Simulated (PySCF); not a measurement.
**Electronic absorption of NbSe(OSiH3)3**

Species: NbSe(OSiH3)3 (singlet state).
SMILES: `[SiH3][O][Nb](=[Se])([O][SiH3])[O][SiH3]`

Theory: TDDFT PBE0/def2-SVPD, vertical, gas phase, core orbitals frozen in the response, def2 core potentials past Kr in PySCF 2.14.0, density-fitted response routines. Geometry: PBE0-D3(BJ)/def2-SVP; no solvent, vibrations or thermal averaging. Spin–orbit coupling is left out.

```json
{"state": "S1", "E (eV)": "3.57", "λ (nm)": "346.9", "ν̃ (cm⁻¹)": "28820", "f": "0.0000", "main configurations (H = HOMO, L = LUMO)": "H-1/H→L/L+1 (≥81%)"}
{"state": "S2", "E (eV)": "3.80", "λ (nm)": "326.7", "ν̃ (cm⁻¹)": "30610", "f": "0.0027", "main configurations (H = HOMO, L = LUMO)": "H-1/H→L/L+1 (≥86%)"}
{"state": "S3", "E (eV)": "3.80", "λ (nm)": "326.6", "ν̃ (cm⁻¹)": "30620", "f": "0.0029", "main configurations (H = HOMO, L = LUMO)": "H-1/H→L/L+1 (≥86%)"}
{"state": "S4", "E (eV)": "4.45", "λ (nm)": "278.4", "ν̃ (cm⁻¹)": "35920", "f": "0.038", "main configurations (H = HOMO, L = LUMO)": "H-1/H→L/L+1 (≥55%)"}
{"state": "S5", "E (eV)": "4.66", "λ (nm)": "266.0", "ν̃ (cm⁻¹)": "37590", "f": "0.0000", "main configurations (H = HOMO, L = LUMO)": "H-2→L/L+1 (≥94%)"}
{"state": "S6", "E (eV)": "4.67", "λ (nm)": "265.5", "ν̃ (cm⁻¹)": "37660", "f": "0.0000", "main configurations (H = HOMO, L = LUMO)": "H-2→L/L+1 (≥94%)"}
{"state": "S7", "E (eV)": "4.87", "λ (nm)": "254.8", "ν̃ (cm⁻¹)": "39250", "f": "0.013", "main configurations (H = HOMO, L = LUMO)": "H-1/H→L+2 (≥85%), H-1/H→L+5 (≥8%)"}
{"state": "S8", "E (eV)": "4.87", "λ (nm)": "254.5", "ν̃ (cm⁻¹)": "39300", "f": "0.014", "main configurations (H = HOMO, L = LUMO)": "H-1/H→L+2 (≥84%), H-1/H→L+5 (≥8%)"}
{"state": "S9", "E (eV)": "4.97", "λ (nm)": "249.3", "ν̃ (cm⁻¹)": "40110", "f": "0.0001", "main configurations (H = HOMO, L = LUMO)": "H-1/H→L+3 (≥61%), H-1/H→L+4 (≥32%)"}
```

Triplets (Tamm–Dancoff): T1 3.00 eV, H-1/H→L/L+1 (≥78%); T2 3.26 eV, H-1/H→L/L+1 (≥78%); T3 3.26 eV, H-1/H→L/L+1 (≥78%).

The lowest singlet lies at 3.57 eV (347 nm, ultraviolet) and is dark (f under 0.0005); its leading configuration is HOMO-1/HOMO→LUMO/LUMO+1 (≥81%). The strongest level in the table is S4 at 4.45 eV (278 nm, f = 0.038). S2/S3, S5/S6 and S7/S8 lie within about 0.01 eV of each other in each set. For S1 the Löwdin share of niobium is 20% in HOMO-1 and 59% in LUMO. The listed states span 1.40 eV, and the widest gap between neighbours is 0.66 eV (S3 to S4). Of the 9 states listed, 3 reach f = 0.01 and 4 stay under 0.0005. No computed singlet lies in the visible range (380 to 750 nm); the lowest, at 347 nm, stands 0.31 eV above its violet end (3.26 eV); a Tamm–Dancoff triplet lies at 413 nm, without intensity as long as spin–orbit coupling is left out. Orbitals of the list HOMO-3 to LUMO+2 that lie within 0.01 eV of each other are written together with a slash and their weights summed (≥ marks a lower bound); for degenerate orbitals outside that list single weights are arbitrary. The window holds the lowest 10 singlets. The highest level found (5.13 eV, f 0.0014 so far) is left out, since the window may have cut off a degenerate partner.
